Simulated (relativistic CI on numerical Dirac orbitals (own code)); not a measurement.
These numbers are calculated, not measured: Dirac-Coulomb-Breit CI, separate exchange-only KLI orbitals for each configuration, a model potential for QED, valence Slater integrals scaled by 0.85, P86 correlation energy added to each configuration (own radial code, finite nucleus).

CI space (outside the closed core 1s2): 2s2, 2s 2p, 2p2, 2s 3s, 2s 3p, 2s 3d, 2p 3s, 2p 3p, 2s 4s, 2s 4p, 2s 4d, 2s 4f, 2s 5s, 2s 5p, 2s 5d, 2s 5f, 2s 5g, 3s2, 3s 3p, 3p2. Levels of other configurations are missing.

For a near-neutral ion this model can misplace configurations by up to about 10,000 cm⁻¹ (more where the count of f electrons changes) and terms by 10 to 25 % of their spread. Rates follow the energies as ν³ (E1, M1) or ν⁵ (E2), so they and the lifetimes can be off by large factors. The fine structure of a lone outer electron comes out too small, for d and f at times inverted, and misplaced configurations move strength between like terms. 18 of the 18 excited levels that our extract of the measured tables holds in this range could be paired (the sources list more); they are missed by 803 cm⁻¹ on average and 3841 at most, and levels without a partner can miss by more.

Outline of the computed level scheme of B II. Lowest level of each configuration: 2s2 1S_0 at 0.0000 eV; 2s 2p 3P°_0 at 4.6371 eV; 2p2 3P_0 at 12.3666 eV; 2s 3s 3S_1 at 16.0460 eV; 2s 3p 3P°_0 at 17.8601 eV; 2s 3d 3D_2 at 18.6555 eV; 2s 4s 3S_1 at 20.7105 eV; 2s 4p 1P°_1 at 21.2796 eV; 2s 4d 3D_2 at 21.6449 eV.

Some strong electric-dipole decays among the lowest 30 levels: 2s 3d 3D_3 → 2s 2p 3P°_2 (2.4e+09 s⁻¹); 2p2 1S_0 → 2s 2p 1P°_1 (2.1e+09 s⁻¹); 2s 3d 3D_2 → 2s 2p 3P°_1 (1.8e+09 s⁻¹); 2s 3d 1D_2 → 2s 2p 1P°_1 (1.7e+09 s⁻¹); 2s 3d 3D_1 → 2s 2p 3P°_0 (1.4e+09 s⁻¹); 2s 2p 1P°_1 → 2s2 1S_0 (1.3e+09 s⁻¹); 2s 4d 3D_3 → 2s 2p 3P°_2 (1.1e+09 s⁻¹); 2s 4d 1D_2 → 2s 2p 1P°_1 (1.1e+09 s⁻¹).

Rates of lines that live on the mixing of spin multiplicities can be off by large factors.

LS names give the leading component of a level, which can be under half, so a name can repeat, a term be missing and a line seem to break the LS rules.
